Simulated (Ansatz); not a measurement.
```yaml
crystal:
  periodic: [false, false, false]
  atoms:
    - {symbol: Bi, position_ang: [-0.030032, -0.060377, 0.940710]}
    - {symbol: I, position_ang: [2.531633, -0.023746, -0.328388]}
    - {symbol: I, position_ang: [-1.238800, 2.322070, -0.339025]}
    - {symbol: I, position_ang: [-1.300549, -2.169273, -0.289884]}
basis:
  gaussian: {orbitals: def2-TZVPP}
hamiltonian: {xc: {name: HF}}
output: {forces: true}
```

```sh
$ ansatz run in.yaml --threads 4 --pin off --events-out ev --progress --plain --max-ram 3916MiB
```

Output, abridged:

```
Functional definition: HF
1915 factors; integrals over basis functions are off by at most 3.6e-4 eV
mean field evaluation 1: about -30030.5253 eV, gradient 2.3e1 eV
mean field evaluation 2: about -30030.5376 eV, gradient 2.3e1 eV
mean field evaluation 4: about -30032.6002 eV, gradient 2.7e0 eV
mean field evaluation 8: about -30032.6560 eV, gradient 5.8e-1 eV
mean field -30032.65964308 eV, -1103.6798850154 hartree, gradient 3.8e-5 eV, S^2 0.000000; 0 other end points of the search recorded, 0 dependent functions left out
reference -30032.65964308 eV, -1103.6798850154 hartree; 49, 49 occupied and 151, 151 virtual orbitals, 1915 factors
Total energy: -30032.65964308 eV, -1103.6798850154 hartree
Atom 0 at    -0.030032    -0.060377     0.940710 Å, force     0.230644     1.204205    -0.209816 eV/Å
Atom 1 at     2.531633    -0.023746    -0.328388 Å, force    -0.433301    -0.060940     0.137157 eV/Å
Atom 2 at    -1.238800     2.322070    -0.339025 Å, force     0.375375    -0.870351     0.372987 eV/Å
Atom 3 at    -1.300549    -2.169273    -0.289884 Å, force    -0.172719    -0.272913    -0.300327 eV/Å
Dipole moment:    -0.019166    -0.244471     0.644997 e Å
```

It took 6.5 s on 4 threads of Arm Neoverse V1 on a shared host, peak host memory 0.69 GiB.

In the def2 sets Bi, I take a core potential; there is no spin–orbit coupling.
